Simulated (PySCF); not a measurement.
C4H3O3S (charge -1).
Geometry (PBE0-D3(BJ)/def2-SVP, Å), atoms numbered from 1 in this order:
```
atom  x, y, z in Å
C1     2.2733   -0.5398    0.5828
C2     1.2682    0.2262    0.1457
C3     0.7341    1.3886   -0.4933
C4    -0.1359    0.5038   -0.0217
S5    -1.8552   -0.0095    0.1506
O6    -1.9379   -0.4332    1.5549
O7    -2.6100    1.2058   -0.1870
O8    -1.9352   -1.0943   -0.8406
H9     2.0654   -1.4829    1.0924
H10    3.3147   -0.2416    0.4369
H11    0.8852    2.3332   -1.0117
```

Level: wB97X-D/def2-SVPD in PySCF, non-relativistic, on one gas-phase PBE0-D3(BJ)/def2-SVP geometry that isn't relaxed in the solvent. The solvent is an IEF-PCM continuum (cavity from Bondi-type radii × 1.2), and excitations are vertical TDDFT with non-equilibrium linear response and a frozen core. The model holds no explicit solvent molecules, cavitation or dispersion.

Gas-phase singlets (H = HOMO, L = LUMO):

```
state  E (eV)  λ (nm)      f           leading configurations
   S1   4.751     261  0.038                          H→L 98%
   S2   5.465     227  0.003                        H-1→L 98%
   S3   5.646     220  0.023  H→L+1 67%, H-2→L 14%, H→L+2 12%
   S4   5.712     217  0.001             H-2→L 80%, H→L+1 12%
   S5   6.326     196  0.001                        H-3→L 91%
```

What are the lowest 5 singlets in chloroform (ε = 4.711)?

```csv
state,E (eV),λ (nm),f,leading configurations,change by rank (eV)
S1,4.644,267,0.049,H→L 98%,-0.107
S2,5.894,210,0.013,"H-2→L 72%, H→L+1 13%, H→L+2 9%",+0.429
S3,5.946,209,0.017,"H→L+1 44%, H→L+2 27%, H-2→L 22%",+0.300
S4,6.191,200,0.005,H-1→L 98%,+0.479
S5,6.594,188,0.675,"H→L+3 68%, H→L+5 26%",+0.268
```

How does the list change in acetonitrile (ε = 35.69)?

```csv
state,E (eV),λ (nm),f,leading configurations,change by rank (eV)
S1,4.630,268,0.049,H→L 98%,-0.121
S2,5.932,209,0.020,"H-2→L 41%, H→L+1 28%, H→L+2 24%",+0.467
S3,5.976,207,0.006,"H-2→L 54%, H→L+1 22%, H→L+2 17%",+0.330
S4,6.437,193,0.004,H-1→L 98%,+0.725
S5,6.651,186,0.634,"H→L+3 65%, H→L+5 30%",+0.325
```

The ground-state energy changes by -2.496 eV from gas to acetonitrile. By how much does the total energy of gas-phase S1 change?

E(S1) = E(S0) + excitation energy, so it changes by -2.496 − 0.121 = -2.617 eV: it is lowered more than the ground state, which is what a red shift means. This is the vertical state, with the slow part of the continuum still set for S0.

How do the frontier levels move from gas to acetonitrile?

```csv
orbital,gas (eV),solvent (eV),change (eV),"Löwdin shares, gas","Löwdin shares, solvent"
LUMO+2,5.85,2.59,-3.26,"S5 28 %, C1 21 %, H11 13 %, H10 11 %","S5 47 %, C1 14 %, O7 8 %, O8 5 %"
LUMO+1,5.37,2.05,-3.32,"C3 26 %, C1 19 %, H11 15 %, S5 13 %","S5 44 %, O8 10 %, O6 9 %, O7 9 %"
LUMO,4.74,1.15,-3.59,"C4 37 %, C3 36 %, H11 8 %, C2 7 %","C4 36 %, C3 36 %, C2 7 %, H11 6 %"
HOMO,-4.44,-7.96,-3.52,"C1 39 %, C2 23 %, C3 13 %, C4 11 %","C1 39 %, C2 24 %, C3 12 %, C4 12 %"
HOMO-1,-5.00,-9.60,-4.60,"O7 33 %, O6 33 %, O8 33 %","O7 34 %, O8 33 %, O6 33 %"
HOMO-2,-5.92,-9.96,-4.04,"O7 28 %, C4 16 %, O8 12 %, C2 11 %","O7 20 %, C2 16 %, C4 16 %, C3 10 %"
HOMO-3,-6.16,-10.62,-4.46,"O6 36 %, O7 32 %, O8 14 %, S5 8 %","O6 32 %, O7 28 %, O8 16 %, C4 8 %"
```

The HOMO–LUMO gap goes from 9.18 to 9.10 eV. Rows go by rank; for HOMO-3, HOMO-2, LUMO+1 and LUMO+2 the atom shares or the degeneracy differ between the runs, so the row needn't follow one orbital.

The run took about 40 s of CPU time (one thread, shared machine). This is the whole response run at wB97X-D/def2-SVPD in acetonitrile, SCF included.

wB97X-D is run here without its empirical dispersion term; that term would change no orbital, density or response property at a fixed geometry.
